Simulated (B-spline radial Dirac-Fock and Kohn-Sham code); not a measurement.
**Free-atom binding energies and absorption edges of Bi**

These are calculated numbers from a radial B-spline solver; the model is Dirac-Fock (average of configuration) total-energy differences with a finite nucleus, the Breit interaction including its frequency dependence, and self-energy and vacuum-polarisation corrections. Correlation and solid-state effects are left out.

Two models are given for [Xe] 4f14 5d10 6s2 6p3. In the first the electron is removed to infinity. In the second it is placed in the 6p shell, so that the atom stays neutral; this mimics a hole screened by valence charge, or the onset of absorption below the ionisation limit. The tabulated edges (Elam, Ravel and Sieber, Radiat. Phys. Chem. 63, 121 (2002)) refer to the element in its standard state, with the Fermi level as zero for a metal.

```
level  ionised (eV)  screened (eV)  tabulated (eV)
    K       90529.7        90521.1         90526.0
   L1       16401.7        16393.1         16388.0
   L2       15719.5        15711.0         15711.0
   L3       13426.5        13418.0         13419.0
   M1        4014.9         4006.4          3999.0
   M2        3709.8         3701.3          3696.0
   M3        3191.1         3182.6          3177.0
   M4        2697.1         2688.6          2688.0
   M5        2589.0         2580.5          2580.0
   N1         953.9          945.4           939.0
   N2         820.8          812.4           805.2
   N3         692.2          683.6           678.8
   N4         476.0          467.4           464.0
   N5         452.0          443.4           440.1
   N6         169.1          160.6           162.3
   N7         163.8          155.3           157.0
   O1         176.0          167.4           159.3
   O4         34.30          25.85           26.90
   O5         31.31          22.85           23.80
```

Question: Which of the two models lies closer to the table on average?

Answer: The screened model lies closer: the mean absolute deviations are 11.0 eV (ionised) and 3.6 eV (screened). Screening lowers the levels by 8.5 eV on average.
